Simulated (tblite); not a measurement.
Compound: C4H12AlN3Si.
Structure used (GFN2-xTB), in Å, numbered top down from 1:
```xyz
21
C4H12AlN3Si angstrom
N     -4.4307    0.2944   -0.5445
C     -3.1115    0.3154    0.0647
C     -2.0591   -0.1574   -0.9403
N     -0.7790   -0.2126   -0.2936
C      0.2710    0.4134   -0.6755
Al     0.5798   -0.6096    1.0699
N      2.4707   -0.0723    1.0695
C      3.5636   -0.1235    0.7061
Si     5.3440   -0.1980    0.1341
H     -5.1212    0.6527    0.1061
H     -4.6927   -0.6583   -0.7783
H     -3.0200   -0.3137    0.9661
H     -2.8893    1.3467    0.3530
H     -2.3183   -1.1687   -1.2737
H     -2.0435    0.5104   -1.8127
H      0.1989    1.0303   -1.5873
H      0.8304   -2.1532    0.9841
H      0.0271   -0.0259    2.4020
H      6.1316    0.3007    1.2590
H      5.5993   -1.6021   -0.1691
H      5.4400    0.6658   -1.0400
```

Computed with GFN2-xTB (tblite): harmonic, unscaled wavenumbers at the GFN2-xTB geometry, gas phase. The method is semi-empirical: single wavenumbers can be off by several per cent or more. Modes of hydrogen on aluminium and silicon can be 10 to 20 % off. One conformer, not necessarily the lowest. The optimisation stopped once no atom felt more than 0.01 eV/Å.

Lowest wavenumbers of the output (negative numbers stand for imaginary wavenumbers):
```
mode    cm-1
  1     -20.6
  2      19.2
  3      27.3
  4      58.8
  5      62.4
  6      69.7
  7     114.7
  8     139.0
```

Problem. Is this structure a minimum?

Solution. Not by this Hessian. 1 mode is imaginary beyond 20i (21i cm⁻¹), so at this level the point lies at or near a first-order saddle. The curvature is small, so loose convergence or finite differences may be the whole cause.

Problem. Which atoms move in the imaginary mode?

Solution. 21i: H19 34 %, H20 31 %, H21 30 %. These are shares of the mass-weighted motion.

Problem. What is the remedy?

Solution. Step along that mode in both directions, optimise again with tighter thresholds and repeat the frequencies. The zero-point energy of this point (91.7 kcal/mol) counts the 56 real modes alone, and thermal corrections from it aren't those of a minimum.
